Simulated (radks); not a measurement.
Q: All-electron atom: Pt I in [Xe] 4f14 6s(up 0.5, down 0.5) 5d(up 5, down 4) (fractional occupations, a model configuration). All-electron calculation, scalar-relativistic Kohn-Sham, r2SCAN, spin-polarised, spherical densities, finite nucleus; meta-GGA in the generalised Kohn-Sham scheme; Fermi nuclear charge, rms radius 5.427 fm. Program: a radial shooting solver on a logarithmic mesh with Libxc functionals. Some entries of the table are withheld. Estimate them.

orbital  occ.  eigenvalue (eV)  <r^2> (bohr^2)
1s down     1        -78496.67       0.0004063
1s up       1        -78496.67       0.0004063
2s up       1        -13817.95        0.006201
2s down     1        -13817.85        0.006201
2p up       3        -11974.52        0.005203
2p down     3        -11974.44        0.005203
3s up       1        -3256.506         0.03997
3s down     1        -3256.494         0.03997
3p up       3        -2717.232         0.04101
3p down     3        -2717.212         0.04101
3d up       5        -2130.818         0.03403
3d down     5        -2130.759         0.03403
4s up       1        -706.0775          0.1943
4s down     1        -705.9980          0.1943
4p up       3        -528.4496          0.2216
4p down     3        -528.3807          0.2216
4d up       5        -311.4747          0.2533
4d down     5        -311.3921          0.2532
5s up       1        -104.1247           1.029
5s down     1        -103.5659           1.025
4f up       7         -70.8740          0.3251
4f down     7         -70.7503          0.3243
5p up       3              (1)           1.391
5p down     3              (2)           1.386
5d up       5          -6.6570           3.415
5d down     4          -5.8922           3.529
6s up     0.5          -5.8023           9.542
6s down   0.5          -5.4272           10.01

A: 
(1) 5p up eigenvalue (eV): -57.8693
(2) 5p down eigenvalue (eV): -57.1627
